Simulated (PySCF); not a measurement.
Working with the constants of SnCl⁻

UHF-CCSD(T) constants of SnCl⁻, ³Σ⁻ (triplet), unpaired electrons π ↑↑ (PySCF, scalar-relativistic core potentials, basis sets Sn def2-TZVPPD with ECP28, Cl def2-TZVPPD; masses 119.9022 and 34.9689 u):

- ωe: 245.2 cm⁻¹
- ωexe: 1.26 cm⁻¹
- Be: 0.096189 cm⁻¹
- αe: 0.000628 cm⁻¹
- De to Sn + Cl⁻: 1.75 eV

Q: What force constant and bond length do these constants imply?

A: Reduced mass μred = 27.073 u; k = 5.8918×10⁻⁷·μred·ωe² (u, cm⁻¹, mdyn/Å) = 0.959 mdyn/Å; Re = √(16.8576/(μred·Be)) (u, cm⁻¹, Å) = 2.544 Å.

Q: Estimate the centrifugal constant D from the Kratzer relation and find the Dunham coefficient a1.

A: D = 4Be³/ωe² = 5.92e-08 cm⁻¹; a1 = −1 − αeωe/(6Be²) = -3.77.

Correlated steps freeze 9 core orbitals. Spin–orbit coupling is left out, which matters for elements this heavy, above all for dissociation energies. For an ion De counts to the pair picked by the measured ionisation energies or electron affinities, which need not be the lowest pair at this level. The state was picked by a PBE0 search and need not be the measured ground state.
